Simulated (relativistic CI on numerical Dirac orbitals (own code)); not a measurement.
Mn+ in a cubic cluster: 2p photoemission with charge transfer

Computed with a charge-transfer multiplet model of a cubic metal-ligand cluster with up to 2 ligand holes, Slater and spin-orbit integrals from Dirac-Coulomb-Breit ions, Slater integrals scaled by 0.8. The parameters are those of a tetrahedral site (10Dq negative, t2 hopping the larger). The ground state mixes d6 with configurations of k ligand holes L, whose averages lie at kΔ + k(k − 1)U_dd/2; a core hole lowers each added d electron by U_cd. 300 K, Lorentzian 0.6 eV and Gaussian 0.8 eV FWHM.

Atomic integrals in eV (Slater integrals scaled, ζ unscaled), ground: F2dd 7.203, F4dd 4.433, zeta_d 0.031; with the core hole: F2dd 8.873, F4dd 5.517, zeta_d 0.052, zeta_core 6.792, F2cd 5.084, G1cd 3.747, G3cd 2.127.

Cluster parameters (eV): Δ = 6.3, U_cd = 8.4, 10Dq = -0.4, 10Dq(ligand) = 0, V(eg) = 0.82, V(t2g) = -1.4, final-state hopping factor = 0.9.

```tsv
Case	n_d	d6	d7L	d8L2	S
U_dd = 5.3 eV	6.09	0.91	0.09	0.00	2.00
U_dd = 6.7 eV	6.09	0.91	0.09	0.00	2.00
U_dd = 8.8 eV	6.09	0.91	0.09	0.00	2.00
```

Weights, n_d and S are thermal averages at 300 K. Binding energies count from the first peak over 30 % of the highest in each spectrum, which can be another peak from case to case. The parameters are a model scan and need not match a compound or its usual spin state. Peaks in eV (height, largest 100):
- U_dd = 5.3 eV: 0.0 (100), 4.6 (72), 11.3 (56), 15.6 (36)
- U_dd = 6.7 eV: 0.0 (100), 4.7 (66), 8.0 (17), 11.3 (56), 15.7 (33)
- U_dd = 8.8 eV: 0.0 (100), 4.7 (61), 8.4 (16), 11.3 (57), 15.7 (29)

For the case U_dd = 6.7 eV, Δ = 6.3 eV is smaller than U_dd = 6.7 eV, the charge-transfer side of the Zaanen-Sawatzky-Allen scheme. With the core hole the average of the configuration with one ligand hole lies at Δ − U_cd = -2.1 eV before mixing: the effective hopping of about 2.3 eV (from the holes of the mixed ground state) is comparable with this gap or larger, so the configurations mix strongly.
